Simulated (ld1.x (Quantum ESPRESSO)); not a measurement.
## germanium (Ge) PAW: all-electron and pseudo phase curves

```json
{
 "Element": "germanium (Ge)",
 "Generator": "ld1.x (Quantum ESPRESSO) 7.5",
 "Type": "PAW",
 "Functional": "Wu–Cohen",
 "Relativity": "scalar-relativistic",
 "Frozen core": "[Ar]",
 "Valence charge": "14",
 "Reference configuration": "3d10 4s2 4p2",
 "Partial waves": "4s (bound): rcut 1.85, rcutus 1.95 bohr; 4s channel at 1.9 Ry: rcut 1.85, rcutus 1.95 bohr; 4p (bound): rcut 1.65, rcutus 2.00 bohr; 4p channel at 1.35 Ry: rcut 1.65, rcutus 2.00 bohr; 3d (bound): rcut 0.70, rcutus 0.90 bohr; 3d channel at -1.15 Ry: rcut 0.70, rcutus 0.90 bohr",
 "Local potential": "all-electron potential smoothed inside 1.25 bohr (lloc = -2)",
 "Core correction": "a·sin(br)/r model core, default radius (ld1.x builds one for every PAW set, though the input has nlcc=.false.)",
 "Augmentation charge": "PSQ, inside the norm-conserving radii"
}
```

The phase is arctan(r·u′/u) with u = r·R(r), unwrapped; energies in Ry, scanned from -4 to 5 Ry. A pole is an energy at which the radial function vanishes at the test radius. The pseudo phase is shifted by a multiple of π to meet the all-electron one at the reference energy, and phase errors are pseudo minus all-electron; the curves can meet again beyond the range given. Levels narrower than the energy grid can be missing from the lists of poles.

For each channel, where are the poles, and over which energies does the pseudopotential scatter like the atom?

| channel | radius (bohr) | reference energy (Ry) | poles, all-electron | poles, pseudo | unbroken range about the reference energy with phases within 0.05 rad | phase error 1 Ry above the reference energy (rad) |
| --- | --- | --- | --- | --- | --- | --- |
| s | 2.21 | -0.86 | 1.08 | 1.08 | the whole range | -0.000 |
| p | 2.21 | -0.29 | 2.46 | 2.46 | the whole range | +0.000 |
| d | 2.21 | -2.15 | -2.09, 4.87 | -2.09, 4.88 | the whole range | +0.000 |

Phases in the s channel:

```csv
E (Ry),all-electron,pseudo
-4.00,1.280,1.280
-3.52,1.245,1.245
-3.04,1.195,1.195
-2.56,1.116,1.115
-2.08,0.971,0.971
-1.60,0.642,0.641
-1.12,-0.187,-0.187
-0.64,-0.990,-0.990
-0.16,-1.307,-1.307
0.32,-1.451,-1.451
0.80,-1.535,-1.535
1.28,-1.593,-1.593
1.76,-1.639,-1.639
2.24,-1.680,-1.680
2.72,-1.721,-1.721
3.20,-1.766,-1.767
3.68,-1.822,-1.823
4.16,-1.896,-1.901
4.64,-2.011,-2.026
```
